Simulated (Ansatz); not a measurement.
Input file for C₃H₉InO, SMILES `CC(C)[O][InH2]`:

```yaml
crystal:
  periodic: [false, false, false]
  atoms:
    - {symbol: C, position_ang: [-1.434388, 0.275428, 0.800295]}
    - {symbol: C, position_ang: [-0.025941, -0.031768, 0.323018]}
    - {symbol: C, position_ang: [0.442786, -1.392530, 0.807239]}
    - {symbol: O, position_ang: [0.003766, -0.004756, -1.083440]}
    - {symbol: In, position_ang: [1.114444, 1.256460, -2.142336]}
    - {symbol: H, position_ang: [-1.748095, 1.265186, 0.460188]}
    - {symbol: H, position_ang: [-2.132488, -0.460395, 0.392826]}
    - {symbol: H, position_ang: [-1.497994, 0.250054, 1.891482]}
    - {symbol: H, position_ang: [0.651003, 0.731870, 0.745845]}
    - {symbol: H, position_ang: [1.463395, -1.589414, 0.470723]}
    - {symbol: H, position_ang: [-0.204994, -2.173758, 0.401177]}
    - {symbol: H, position_ang: [0.421915, -1.454123, 1.898635]}
    - {symbol: H, position_ang: [2.033020, 2.307302, -1.148623]}
    - {symbol: H, position_ang: [0.913571, 1.020453, -3.817039]}
basis:
  gaussian: {orbitals: def2-SVP}
correlation: {method: ccsd_t}
```

```sh
$ ansatz run in.yaml --threads 2 --pin off --events-out ev --progress --plain --max-ram 22528MiB --backend cuda --devices 0, --max-vram 18GiB
```

Log, shortened:

```
Functional definition: HF
1371 factors; integrals over basis functions are off by at most 1.2e-3 eV
mean field evaluation 1: about -10410.6500 eV, gradient 4.2e1 eV
mean field evaluation 2: about -10410.6670 eV, gradient 4.2e1 eV
mean field evaluation 4: about -10415.0634 eV, gradient 5.2e0 eV
mean field evaluation 8: about -10415.1389 eV, gradient 2.5e-4 eV
mean field -10415.13892573 eV, -382.7492958858 hartree, gradient 1.5e-6 eV, S^2 0.000000; 0 other end points of the search recorded, 0 dependent functions left out
8 core orbitals not correlated: weight in the atoms' cores, before any rotation towards them, 1.000 or more for the frozen orbitals, at most 0.000 for the correlated occupied ones
reference -10415.13892573 eV, -382.7492958858 hartree; 20, 20 occupied and 99, 99 virtual orbitals, 1371 factors
second order -19.45270095 eV of doubles, -0.00000000 eV of singles
cycle   1  -20.32582809 eV  change   -8.7e-1 eV  update   1.2e-1
cycle   2  -20.89017697 eV  change   -5.6e-1 eV  update   3.9e-2
cycle   3  -21.07484821 eV  change   -1.8e-1 eV  update   2.7e-2
cycle   4  -21.07901099 eV  change   -4.2e-3 eV  update   9.1e-3
cycle   5  -21.07561484 eV  change    3.4e-3 eV  update   5.2e-3
cycle   6  -21.07641837 eV  change   -8.0e-4 eV  update   2.0e-3
cycle   7  -21.07584309 eV  change    5.8e-4 eV  update   7.3e-4
cycle   8  -21.07574753 eV  change    9.6e-5 eV  update   2.1e-4
cycle   9  -21.07581999 eV  change   -7.2e-5 eV  update   8.2e-5
cycle  10  -21.07582206 eV  change   -2.1e-6 eV  update   3.0e-5
perturbative correction -0.61423204 eV, -0.0225726111 hartree
Total energy: -10436.82897983 eV, -383.5463906721 hartree
```

Hardware: 2 threads of an AMD EPYC 7R13 on a shared host and a share of an NVIDIA H100 80 GB. Wall time 2.6 s, peak host memory 0.81 GiB.

Correlation energy per correlated electron: -0.542 eV. T1 diagnostic: 0.0141.
